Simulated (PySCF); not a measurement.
**Question.** Write Cartesian coordinates for `CN([O])C(C)(C)C` [radical] as optimised with PBE0-D3(BJ)/def2-SVP. (Doublet state.)

**Answer.** 
```xyz
19
C5H12NO angstrom
C      2.0876   -0.4533    0.2922
N      1.0740    0.3611   -0.3484
O      1.3781    0.8888   -1.4553
C     -0.3716    0.1542   -0.0716
C     -1.0762    1.4793   -0.3477
C     -0.5816   -0.2567    1.3817
C     -0.8821   -0.9310   -1.0231
H      2.0080   -1.5150   -0.0065
H      2.0291   -0.3896    1.3868
H      3.0554   -0.0658   -0.0467
H     -0.7309    2.2545    0.3529
H     -2.1634    1.3617   -0.2312
H     -0.8554    1.8161   -1.3682
H     -1.6603   -0.3209    1.5859
H     -0.1470   -1.2418    1.6066
H     -0.1532    0.4855    2.0725
H     -0.6818   -0.6337   -2.0623
H     -0.3834   -1.8945   -0.8338
H     -1.9651   -1.0804   -0.8987
```

Orientation and origin are arbitrary. Atoms count from 1 in this order. The C–N distances run from 1.449 Å (C1–N2, drawn single) to 1.486 Å (N2–C4, drawn single), a spread of 0.037 Å. N2 (nitrogen bonded to 2 C and O) has angles 121.3°, 117.1° and 117.0°, sum 355.4°, 0.17 Å off the plane of its three neighbours. Of the pairs four or more bonds apart, O3···H13 is among the closest relative to their van der Waals radii: 2.42 Å, 89 % of the sum of Bondi's values.

Bonds between heavy atoms (Å): C1–N2 1.449, N2–O3 1.263, N2–C4 1.486, C4–C5 1.526, C4–C6 1.525, C4–C7 1.531.

Computed, not measured: PySCF 2.14.0, PBE0-D3(BJ)/def2-SVP geometry optimisation, gas phase.

Point group: C1 (no symmetry element, even within 0.4 Å). No frequency check. ⟨S²⟩ = 0.754 (exact for a doublet: 0.75).
